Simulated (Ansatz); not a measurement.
Consider the cleavage of the Si–Ge bond: `C[SiH](Cl)[GeH3]` + `BN` → `BN[SiH](C)Cl` + GeH₄.

Gas-phase electronic energies from Ansatz, PBE0-D4/def2-TZVP geometries. CCSD(T)/CBS adds triple-zeta CCSD(T) − MP2 to the extrapolated MP2 energy (def2 sets, frozen cores). This one scheme is used for every species. For Ge outer-core shells are correlated without core-valence functions, which leaves a few kJ/mol of doubt a bond. Scalar relativity is left out up to krypton. One conformer a species, not always the lowest.

`C[SiH](Cl)[GeH3]`:

```xyz
11

C     0.588   -1.385   -0.909
Si    0.639   -0.168    0.500
Cl    0.323   -1.185    2.275
Ge   -1.034    1.513    0.319
H    -0.390   -1.865   -0.974
H     1.346   -2.160   -0.773
H     0.784   -0.871   -1.854
H     1.986    0.453    0.602
H    -0.838    2.326   -0.975
H    -2.430    0.867    0.275
H    -0.972    2.476    1.514
```

`BN`:

```xyz
6

B     0.386    0.430   -0.364
N    -0.397   -0.442    0.374
H     1.036    1.255    0.211
H     0.394    0.335   -1.557
H    -0.967   -1.158   -0.043
H    -0.451   -0.419    1.378
```

`BN[SiH](C)Cl`:

Z-matrix (Å, degrees):
```
Si
N 1 1.737
Cl 1 2.064 2 108.6
C 1 1.847 2 111.8 3 120.9
H 1 1.482 2 108.8 3 -113.9
B 2 1.400 1 128.0 3 -116.3
H 2 1.012 1 115.6 3 62.8
H 4 1.091 1 111.1 2 -60.3
H 4 1.092 1 110.9 2 60.5
H 4 1.092 1 109.2 2 -179.9
H 6 1.197 2 119.4 1 -0.4
H 6 1.197 2 119.5 1 179.9
```

GeH₄:

Z-matrix (Å, degrees):
```
Ge
H 1 1.534
H 1 1.534 2 109.5
H 1 1.534 2 109.5 3 -120.0
H 1 1.534 2 109.5 3 120.0
```

| species | SCS-MP2/def2-TZVPP energy (Eh) |
| --- | --- |
| `C[SiH](Cl)[GeH3]` | -2866.59685 |
| `BN` | -81.86243 |
| `BN[SiH](C)Cl` | -870.52251 |
| GeH₄ | -2077.95497 |

(1) Work out ΔE.

Largest T1 diagnostic among the species: 0.012.

Results:

(1) ΔE = (-870.52251) + (-2077.95497) − (-2866.59685) − (-81.86243) = -0.01820 Eh = -47.8 kJ/mol. CCSD(T)/CBS gives -40.8 kJ/mol.

From PBE to PBE0 (25 % exact exchange), in def2-TZVPP and without D4, ΔE moves by −6.2 kJ/mol. In def2-TZVPP, CCSD(T) changes the Hartree–Fock value by +11.9 kJ/mol (the triples alone add +1.1 kJ/mol) and MP2 by +8.8 kJ/mol.
